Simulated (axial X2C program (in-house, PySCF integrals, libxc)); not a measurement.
TiO⁻ along the bond: PBE0, scalar-relativistic

Calculated with an in-house all-electron X2C program for linear molecules (integrals from PySCF). Spin-free means the one-electron spin-free X2C Hamiltonian. Basis: Ti dyall-acv3z [11s11p7d4f2g], O dyall-av3z [7s6p3d2f] (cores contracted in-house); Gaussian nuclei, density fitting, unrestricted open shells. Masses: Ti 47.948 u, O 15.995 u.

State: M_S = 1/2, Λ = 2 (beyond evenly filled blocks: δ+α). Dipoles are positive if O is the positive end and refer to the centre of mass.

Results along the bond:

| R (Å) | μ (D) | HOMO (eV) | LUMO (eV) | ⟨S²⟩ |
| --- | --- | --- | --- | --- |
| 1.418 | 3.693 | 0.47 | 1.68 | 0.782 |
| 1.483 | 3.097 | 0.41 | 1.69 | 0.786 |
| 1.532 | 2.656 | 0.37 | 1.71 | 0.791 |
| 1.581 | 2.220 | 0.32 | 1.72 | 0.797 |
| 1.630 | 1.798 | 0.27 | 1.73 | 0.806 |
| 1.687 | 1.320 | 0.21 | 1.74 | 0.821 |
| 1.744 | 0.859 | 0.15 | 1.75 | 0.843 |
| 1.817 | 0.295 | 0.08 | 1.75 | 0.887 |
| 1.907 | -0.353 | 0.00 | 1.76 | 0.973 |
| 2.038 | -1.195 | -0.10 | 1.76 | 1.158 |

The state is one determinant whose occupation by symmetry is held fixed; it was picked as the lowest of a PBE0 search that is not exhaustive. The functionals have no current-density term, which raises determinants with orbital currents, atoms included. The highest occupied level of some functionals is positive through self-interaction error; at Hartree–Fock it is bound. The determinant is spin-polarised beyond a pure state at some levels (its spin-free form has ⟨S²⟩ too high), which makes Re and μ there less reliable. The LUMO of an anion is an unbound level whose energy the basis sets.
